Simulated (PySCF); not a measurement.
## I (iodine, neutral) across methods

[Kr] 4d10 5s1 5p6, 2S determinant (an excited configuration). Calculation: PySCF 2.14, in aug-cc-pwCVTZ-DK3 with one added diffuse shell each of s, p, d, f type (11s10p8d5f1g, 125 functions); scalar relativity by spin-free X2C-1e.

| method | E (hartree) | mean ε 5s α (eV) | mean ε 5p α (eV) | mean ε 5p β (eV) | Σ⟨r²⟩ (bohr²) | ⟨S²⟩ |
| --- | --- | --- | --- | --- | --- | --- |
| PBE0 | -7114.61 | -20.714 | -9.247 | -8.154 | 62.86 | 0.755 |
| TPSSh | -7114.67 | -19.538 | -8.561 | -7.685 | 62.74 | 0.753 |
| UHF | -7111.95020 | -26.608 | -12.464 | -9.585 | 64.39 | 0.783 |
| LC-wPBE | -7114.48 | -24.153 | -11.912 | -10.535 | 62.49 | 0.755 |
| r2SCAN | -7114.96 | -19.331 | -8.367 | -7.466 | 62.75 | 0.757 |
| LDA | -7108.46 | -18.690 | -8.040 | -7.488 | 62.70 | 0.752 |
| B97-3 | -7114.56 | -20.809 | -9.282 | -8.121 | 62.93 | 0.756 |
| PBE | -7114.55 | -18.487 | -7.927 | -7.301 | 62.87 | 0.752 |
